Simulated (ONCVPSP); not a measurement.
## Building the ONCV potential for Nd (Z = 60) (PBEsol, scalar-relativistic).

ONCVPSP 4.0.1 input, shortened (lines: element, Z, core and valence counts, functional; n l f; lmax; l rc ep ncon nbas qcut; lloc lpopt rc5 dvloc0; l nproj debl; icmod fcfact rcfact), PBEsol, scalar-relativistic:

```
  Nd 60.00    9    4  -116133      upf
    1    0    2.00
    2    0    2.00
    2    1    6.00
    3    0    2.00
    3    1    6.00
    3    2   10.00
    4    0    2.00
    4    1    6.00
    4    2   10.00
    4    3    4.00
    5    0    2.00
    5    1    6.00
    6    0    2.00
    3
    0    2.85    0.00    4    9    4.50
    1    1.60    0.00    4    7    5.60
    2    3.00    0.06    4    7    2.90
    3    1.15    0.00    4    9   12.60
    4    5    1.10    0.00
    0    2    2.50
    1    1    1.90
    2    2    2.30
    3    1    0.60
    3    1.50    1.30
```

In the d channel the program set the typed energies aside and used -0.071, 2.229 Ha.

Results:

- Cutoffs needed: 77 Ha and 258 Ha (the cutoffs (Ha) at which the residual kinetic energy of the hardest occupied pseudo-wave falls to 1 and 0.1 mHa per electron)
- Ghost test: ghosts flagged at negative energy: s at -114.3 eV, p at -24.9 eV; GHOST(+) flagged for d at 68.2 eV; a true bound ghost makes a file unfit for plane-wave use
- Configuration tests: tests left out (the all-electron energies of this program are off by 10 to 40 meV for near-neutral 4f atoms)
- rms error of d²Exc/dni dnj: 10.08 mHa without and 7.58 mHa with the model core

Generation and tests took about 4.8 s on one core of a shared server CPU.
